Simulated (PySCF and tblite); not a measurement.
Results of a calculation; reference values are marked as such.
System: C₇H₉N, numbered as in [CH3:1][N:2]1[CH:3]=[CH:4][CH:5]=[CH:6][CH:7]=[CH:8]1.

The path came from a restrained scan, a climbing-image band and a saddle search at GFN2-xTB; energies are PBE/pcSseg-1 + D3(BJ)//GFN2-xTB, thermal terms GFN2-xTB. Rate constants are transition-state-theory values, counting equivalent paths, without tunnelling. (PySCF 2.14 with density fitting, tblite 0.8.)

Task: Estimate the barrier and the room-temperature rate of the inversion of the 7-membered ring (2–3–4–5–6–7–8).

Result: The electronic barrier is 3.1 kcal/mol and ΔG‡(298 K) 3.3 kcal/mol, over a Cs saddle with an imaginary mode of 76i cm⁻¹ (GFN2-xTB). With 1 equivalent path, k is 2.4×10¹⁰ s⁻¹, a mean lifetime of the start of 42 ps against this motion.
